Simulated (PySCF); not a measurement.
# Core binding energy against partial charge

Compound: C7H12BF.
Structure used (PBE0-D3(BJ)/def2-SVP), in Å, numbered top down from 1:
```xyz
21
C7H12BF angstrom
F      3.2394   -0.5755   -1.6043
C      3.2087   -0.0998   -0.3568
C      2.0718    0.1661    0.2785
C      0.6972   -0.0116   -0.2891
C     -0.0171    1.3378   -0.4665
B     -1.5655    1.2694   -0.6757
C     -2.3508   -0.0091   -0.2391
C     -1.5023   -1.2675   -0.0584
C     -0.1411   -0.9726    0.5639
H      4.2099    0.0412    0.0603
H      2.1622    0.5591    1.2972
H      0.8080   -0.4698   -1.2869
H      0.0575    1.9237    0.4790
H      0.4944    1.9750   -1.2066
H     -2.1672    2.2561   -1.0499
H     -3.2504   -0.1873   -0.8516
H     -2.7649    0.3155    0.7433
H     -1.3393   -1.7393   -1.0438
H     -2.0342   -2.0198    0.5473
H     -0.2759   -0.5377    1.5730
H      0.4186   -1.9108    0.7070
```

Binding energies: PySCF 2.14.0, delta-SCF UKS SCAN, pcX-2 on the ionised atom, pcseg-1 elsewhere, spin-free X2C. Charges: PBE0/pcSseg-1 ground-state density, for the ionised atom.

```
atom                environment  C 1s (eV)  Mulliken (e)  IAO (e)  Hirshfeld (e)  ESP (e)
  C5  sp3 carbon bound to boron     289.88        -0.380   -0.401         -0.140   -0.617
  C7  sp3 carbon bound to boron     289.96        -0.474   -0.406         -0.140   -0.321
  C3           alkene CH carbon     290.29        -0.220   -0.200         -0.069   -0.693
  C9            ring CH2 carbon     290.29        -0.183   -0.248         -0.067   -0.366
  C8            ring CH2 carbon     290.38        -0.181   -0.244         -0.066   +0.145
  C4             allylic carbon     290.57        -0.288   -0.102         -0.025   +0.806
  C2         vinylic C–F carbon     292.33        +0.268   +0.127         +0.030   +0.124
```

Question: Give the correlation coefficient and slope of binding energy on charge for each scheme.

Answer: Mulliken: r = 0.94, slope 3.3 eV per e; IAO: r = 0.94, slope 4.2 eV per e; Hirshfeld: r = 0.88, slope 12.1 eV per e; ESP: r = 0.41, slope 0.6 eV per e. On 7 points no scheme stands out.

Question: The point-charge model writes a binding energy as kq + V + constant, with V the potential of the other atoms' charges at the site. What does it give with the IAO charges?

Answer: V = Σ 14.40 eV Å × q/r over all other atoms: +4.03 eV at C5, +3.96 eV at C7, +1.99 eV at C3, +1.40 eV at C9, +1.04 eV at C8, -1.50 eV at C4, -2.20 eV at C2. Fitting binding energy − V to q gives k = 16.6 eV per e and leaves an rms residual of 0.65 eV, against 0.27 eV for the fit on q alone. The model has no term for differences in relaxation between sites.

The structure is a single PBE0-D3(BJ)/def2-SVP conformer in the gas phase; no vibrational or solvent corrections.
